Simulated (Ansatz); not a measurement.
Frontier orbitals of C₂H₂F₂Si (`FC1=C(F)[SiH2]1`).

The species carries charge 0 and has multiplicity 1. The structure was optimised at the PBE0-D4/def2-TZVP level. Basis def2-TZVPP, Ansatz 0.2.0.

Orbital energies of one run (eV). Highest occupied ones, from the top: -9.25, -10.32, -10.53, -12.09, -14.93, -14.93, -14.99, -15.69, -16.67, -18.22, -18.76, -24.66, -36.20, -36.34. Empty: 0.35, 1.48, 1.56, 2.13, 2.34, 3.90.

(1) Which functional gave them?
A. r2SCANh
B. revPBE
C. CAM-B3LYP
D. BLYP

Answers

(1) C. HOMO energies: CAM-B3LYP -9.25, BLYP -6.52, revPBE -6.61, r2SCANh -7.39 eV.
